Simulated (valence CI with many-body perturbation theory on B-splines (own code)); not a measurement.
**E1 line list for Sc⁷⁺**

Method: valence CI with perturbative core correlation (CI+MBPT): four valence electrons over a frozen Dirac-Fock core [Ne], a basis of 11 s, 11 p, 10 d, 8 f, 5 g, 2 h functions for each j, with the one-electron correlation potential Σ1, the two-electron term Σ2, the three-electron term Σ3, Breit, model QED; selected CI, second order for the rest, scaled by the run's own slope (own B-spline code, finite nucleus).

Against 25 measured levels this calculation errs by 139 cm⁻¹ on average and by 511 at most. These come from a selection out of Sugar and Corliss, J. Phys. Chem. Ref. Data 9, 473 (1980). Levels without a partner in it may be off by more. Among the levels kept, up to 620 cm⁻¹ of a level comes from second order outside the variational space, and about a tenth of that is noise between levels of different J, which matters for small intervals.

Lines 51 to 100 of 550 in falling wavelength, among levels below 756560 cm⁻¹, chosen from the strongest by gf and those to the six lowest levels. Wavelengths and rates use the calculated energies, so an error of 100 cm⁻¹ moves a line at 562.9 Å by 0.056 % and its rate by three times that or more. Electric multipoles are in the length gauge, E1 and E2 with the static RPA response of the core. Weak lines are less certain than strong ones. Lines between different terms over intervals too small for the method are left out, as are lines whose strength nearly cancels. Where a level lies close to another of its J and parity, the split of strength between their lines is uncertain. The highest levels of a list are the least certain.

Names give the largest LS component (configuration and term), which can be under half, so a name can repeat, a term be missing and a line seem to break the LS rules; names also repeat where a configuration has a term twice. Letters in brackets count levels of one name in rising energy.

| λ vac (Å) | λ from measured levels | Upper | Lower | A (s⁻¹) | S (a.u.) with core polarisation | S without |
| --- | --- | --- | --- | --- | --- | --- |
| 566.1 |  | 3p3 3d 1F°_3 [b] | 3s 3p2 3d 1D_2 [b] | 4.66e+08 | 2.92e-01 | 3.04e-01 |
| 563.9 |  | 3p3 3d 3D°_2 [a] | 3s 3p2 3d 3P_1 [a] | 6.55e+08 | 2.90e-01 | 3.03e-01 |
| 562.9 | 562.8 | 3s 3p3 3D°_1 | 3s2 3p2 3P_1 | 2.14e+08 | 5.65e-02 | 5.91e-02 |
| 562.7 | 562.6 | 3s 3p3 3D°_2 | 3s2 3p2 3P_1 | 5.63e+08 | 2.48e-01 | 2.59e-01 |
| 560.8 |  | 3p3 3d 3G°_3 | 3s 3p2 3d 3G_3 | 1.18e+09 | 7.21e-01 | 7.54e-01 |
| 560.4 |  | 3p3 3d 3G°_4 | 3s 3p2 3d 3G_4 | 1.15e+09 | 9.01e-01 | 9.42e-01 |
| 560.0 |  | 3p3 3d 3G°_5 | 3s 3p2 3d 3G_5 | 1.32e+09 | 1.26e+00 | 1.32e+00 |
| 559.0 |  | 3p3 3d 1D°_2 [a] | 3s 3p2 3d 1F_3 [a] | 1.99e+09 | 8.56e-01 | 8.92e-01 |
| 556.4 |  | 3s 3p2 3d 1F_3 [a] | 3s2 3p 3d 3P°_2 | 5.27e+08 | 3.14e-01 | 3.28e-01 |
| 555.8 | 555.7 | 3s 3p3 3D°_1 | 3s2 3p2 3P_0 | 4.39e+08 | 1.12e-01 | 1.17e-01 |
| 554.8 |  | 3p3 3d 3D°_3 [a] | 3s 3p2 3d 3P_2 [a] | 9.35e+08 | 5.52e-01 | 5.76e-01 |
| 550.3 |  | 3p3 3d 1P°_1 [a] | 3s 3p2 3d 1P_1 [a] | 1.04e+09 | 2.56e-01 | 2.67e-01 |
| 548.4 |  | 3p3 3d 1G°_4 | 3s 3p2 3d 1F_3 [a] | 2.96e+09 | 2.17e+00 | 2.26e+00 |
| 547.6 |  | 3p3 3d 3D°_3 [b] | 3s 3p2 3d 3P_2 [b] | 4.09e+08 | 2.32e-01 | 2.42e-01 |
| 547.4 | 547.2 | 3s 3p3 3P°_1 | 3s2 3p2 1D_2 | 7.43e+06 | 1.80e-03 | 1.88e-03 |
| 547.2 | 547.1 | 3s 3p3 3P°_2 | 3s2 3p2 1D_2 | 1.36e+06 | 5.51e-04 | 5.77e-04 |
| 535.6 |  | 3p3 3d 1G°_4 | 3s 3p2 3d 1G_4 | 3.06e+09 | 2.09e+00 | 2.18e+00 |
| 533.1 |  | 3p3 3d 3D°_3 [b] | 3s 3p2 3d 3D_3 [b] | 5.22e+08 | 2.73e-01 | 2.87e-01 |
| 531.0 |  | 3s 3p 3d2 3F°_4 | 3s 3p2 3d 3D_3 [d] | 4.20e+08 | 2.79e-01 | 2.90e-01 |
| 530.1 |  | 3p3 3d 3F°_4 [b] | 3s 3p2 3d 3D_3 [b] | 6.08e+08 | 4.02e-01 | 4.19e-01 |
| 529.1 |  | 3p3 3d 3D°_3 [b] | 3s 3p2 3d 3F_4 [b] | 4.97e+08 | 2.54e-01 | 2.64e-01 |
| 526.1 |  | 3p3 3d 3F°_4 [b] | 3s 3p2 3d 3F_4 [b] | 1.01e+09 | 6.55e-01 | 6.82e-01 |
| 523.0 |  | 3p3 3d 1F°_3 [a] | 3s 3p2 3d 1D_2 [a] | 1.37e+09 | 6.76e-01 | 7.04e-01 |
| 520.1 |  | 3p3 3d 3F°_3 [b] | 3s 3p2 3d 3F_3 [b] | 7.96e+08 | 3.87e-01 | 4.03e-01 |
| 517.5 |  | 3s 3p2 3d 3D_3 [b] | 3s2 3p 3d 1D°_2 | 4.79e+08 | 2.29e-01 | 2.39e-01 |
| 515.6 |  | 3s 3p2 3d 1P_1 [a] | 3s2 3p 3d 1D°_2 | 1.19e+09 | 2.42e-01 | 2.53e-01 |
| 515.4 |  | 3p3 3d 3F°_2 [b] | 3s 3p2 3d 3F_2 [b] | 9.39e+08 | 3.17e-01 | 3.30e-01 |
| 515.1 |  | 3s 3p2 3d 1D_2 [b] | 3s2 3p 3d 1P°_1 | 1.33e+09 | 4.50e-01 | 4.68e-01 |
| 509.2 |  | 3p3 3d 5D°_1 | 3s 3p2 3d 5P_1 | 1.63e+09 | 3.18e-01 | 3.32e-01 |
| 508.8 |  | 3p3 3d 5D°_2 | 3s 3p2 3d 5P_1 | 6.86e+08 | 2.23e-01 | 2.33e-01 |
| 507.1 |  | 3s 3p2 3d 3D_3 [b] | 3s2 3p 3d 3P°_2 | 6.10e+08 | 2.75e-01 | 2.87e-01 |
| 506.8 |  | 3p3 3d 5D°_2 | 3s 3p2 3d 5P_2 | 1.35e+09 | 4.32e-01 | 4.51e-01 |
| 506.2 |  | 3p3 3d 5D°_3 | 3s 3p2 3d 5P_2 | 1.31e+09 | 5.88e-01 | 6.13e-01 |
| 503.1 |  | 3p3 3d 5D°_3 | 3s 3p2 3d 5P_3 | 8.47e+08 | 3.73e-01 | 3.89e-01 |
| 502.6 |  | 3p3 3d 5D°_4 | 3s 3p2 3d 5P_3 | 2.04e+09 | 1.15e+00 | 1.20e+00 |
| 497.6 |  | 3s 3p2 3d 3G_5 | 3s2 3p 3d 3F°_4 | 3.17e+09 | 2.12e+00 | 2.21e+00 |
| 494.5 |  | 3p3 3d 1D°_2 [b] | 3s 3p2 3d 1D_2 [a] | 1.21e+09 | 3.60e-01 | 3.75e-01 |
| 494.2 | 494.4 | 3s 3p3 3P°_1 | 3s2 3p2 3P_2 | 6.11e+08 | 1.09e-01 | 1.14e-01 |
| 494.1 | 494.3 | 3s 3p3 3P°_2 | 3s2 3p2 3P_2 | 1.44e+09 | 4.28e-01 | 4.46e-01 |
| 491.9 |  | 3s 3p2 3d 3G_4 | 3s2 3p 3d 3F°_3 | 3.14e+09 | 1.66e+00 | 1.73e+00 |
| 491.6 | 491.2 | 3s 3p3 1D°_2 | 3s2 3p2 1D_2 | 2.48e+09 | 7.26e-01 | 7.59e-01 |
| 488.0 |  | 3s 3p2 3d 3G_3 | 3s2 3p 3d 3F°_2 | 3.16e+09 | 1.27e+00 | 1.32e+00 |
| 487.6 |  | 3p3 3d 3F°_3 [a] | 3s 3p2 3d 3F_4 [a] | 5.28e+08 | 2.11e-01 | 2.20e-01 |
| 486.6 | 486.8 | 3s 3p3 3P°_0 | 3s2 3p2 3P_1 | 1.90e+09 | 1.08e-01 | 1.12e-01 |
| 486.4 | 486.6 | 3s 3p3 3P°_1 | 3s2 3p2 3P_1 | 6.39e+08 | 1.09e-01 | 1.14e-01 |
| 486.3 | 486.5 | 3s 3p3 3P°_2 | 3s2 3p2 3P_1 | 3.39e+08 | 9.62e-02 | 1.00e-01 |
| 485.6 |  | 3p3 3d 1D°_2 [c] | 3s 3p2 3d 1D_2 [a] | 1.48e+09 | 4.17e-01 | 4.34e-01 |
| 484.4 |  | 3p3 3d 3F°_4 [a] | 3s 3p2 3d 3F_4 [a] | 1.91e+09 | 9.63e-01 | 1.00e+00 |
| 483.8 |  | 3p4 3P_2 | 3s 3p3 3D°_3 | 2.74e+09 | 7.65e-01 | 7.98e-01 |
| 483.4 |  | 3p3 3d 3F°_3 [a] | 3s 3p2 3d 3F_3 [a] | 1.46e+09 | 5.70e-01 | 5.94e-01 |
